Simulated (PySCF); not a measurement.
CHO₂, SMILES [O][C]O (connectivity only; charge and spin as stated), neutral, multiplicity 2.

Geometry optimised at B3LYP-D3(BJ)/def2-TZVP. The values are those of a single conformer.

Method: PySCF 2.14.0 with B3LYP-D3(BJ)/def2-TZVP.

No scaling factor is applied to the harmonic values.

```json
[
 {"mode": "1", "ν (cm⁻¹)": "545", "IR (km/mol)": "92.3", "moving atoms (share of kinetic energy)": "H 82 %, C 11 %"},
 {"mode": "2", "ν (cm⁻¹)": "622", "IR (km/mol)": "4.5", "moving atoms (share of kinetic energy)": "O 63 %, C 29 %"},
 {"mode": "3", "ν (cm⁻¹)": "1084", "IR (km/mol)": "75.4", "moving atoms (share of kinetic energy)": "C 45 %, O 44 %, H 10 %"},
 {"mode": "4", "ν (cm⁻¹)": "1237", "IR (km/mol)": "242.6", "moving atoms (share of kinetic energy)": "H 74 %, O 18 %"},
 {"mode": "5", "ν (cm⁻¹)": "1902", "IR (km/mol)": "229.9", "moving atoms (share of kinetic energy)": "C 60 %, O 38 %"},
 {"mode": "6", "ν (cm⁻¹)": "3774", "IR (km/mol)": "119.0", "moving atoms (share of kinetic energy)": "H 94 %"}
]
```
